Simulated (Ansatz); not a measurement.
```yaml
atoms:
  - { symbol: B, position_ang: [1.4534, 0.0064, -0.0009] }
  - { symbol: N, position_ang: [0.7130, 1.2214, -0.0034] }
  - { symbol: B, position_ang: [-0.7316, 1.2513, 0.0049] }
  - { symbol: N, position_ang: [-1.4082, -0.0080, 0.0060] }
  - { symbol: B, position_ang: [-0.7314, -1.2519, -0.0052] }
  - { symbol: N, position_ang: [0.7093, -1.2109, -0.0014] }
  - { symbol: H, position_ang: [2.6592, 0.0088, -0.0033] }
  - { symbol: H, position_ang: [1.2051, 2.0998, -0.0076] }
  - { symbol: H, position_ang: [-1.3348, 2.2952, -0.0055] }
  - { symbol: H, position_ang: [-2.4191, 0.0067, 0.0074] }
  - { symbol: H, position_ang: [-1.3342, -2.3002, 0.0076] }
  - { symbol: H, position_ang: [1.2188, -2.0939, 0.0036] }
```

Basis set: cc-pVDZ (spherical functions). Frozen core: 6 orbitals. Charge 0, multiplicity 1.

Computed with Ansatz (development build ahead of 0.2.0); each method stands on the lowest determinant of its kind that the runs found. Restricted open shells among the atoms or ions are ROHF, correlated in semicanonical orbitals with singles.

The atomization energy at this shape (free ground-state atoms in the same class of orbitals less the molecule, no zero-point energy) of singlet B3N3H6:

```csv
method,atomization energy
RHF-MP2,49.78 eV
```

What does RHF give?

38.94 eV.
